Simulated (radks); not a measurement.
Values are calculated unless marked as measured or tabulated.
Ionisation of the silver ion Ag3+, [Kr] 4d8, to Ag4+, [Kr] 4d7, under several functionals. Dirac Kohn-Sham, spin-unpolarised, spherical densities, finite nucleus; open shells are shared between the two j in proportion to 2j + 1; a radial shooting solver on a logarithmic mesh with Libxc functionals.

| functional | E(Ag3+) (hartree) | Exc (hartree) | IE (eV) | -e(HOMO) (eV) | <r> HOMO (bohr) | IE error (eV) |
|---|---|---|---|---|---|---|
| PW91 | -5315.52546 | -149.03642 | 51.795 | 43.547 | 1.254 | +2.795 |
| XLYP | -5315.79169 | -149.28832 | 51.607 | 43.374 | 1.259 | +2.607 |
| LDA (Slater exchange, Perdew-Wang correlation) | -5309.76924 | -143.19354 | 51.929 | 43.693 | 1.256 | +2.929 |
| LDA (Slater exchange, Perdew-Zunger correlation) | -5309.76749 | -143.19168 | 51.922 | 43.688 | 1.256 | +2.922 |
| AM05 | -5310.02595 | -143.46630 | 51.686 | 43.441 | 1.253 | +2.686 |
| RPBE | -5315.02601 | -148.53522 | 51.645 | 43.393 | 1.254 | +2.645 |

NIST Atomic Spectra Database: 49 eV (theoretical). Closest: XLYP. The Delta-SCF values span 0.32 eV, the total energies 6.02 hartree. The highest occupied level is 4d5/2. Spin polarisation and multiplet splitting are left out, so open shells lie too high by an amount that depends on their filling. Sharing an open shell by 2j + 1 raises it above the true ground level by a part of the spin-orbit splitting, which enters the differences from NIST.

Beside tabulated values, note that spin-unpolarised runs miss the spin-polarisation part of the exchange energy of open shells.
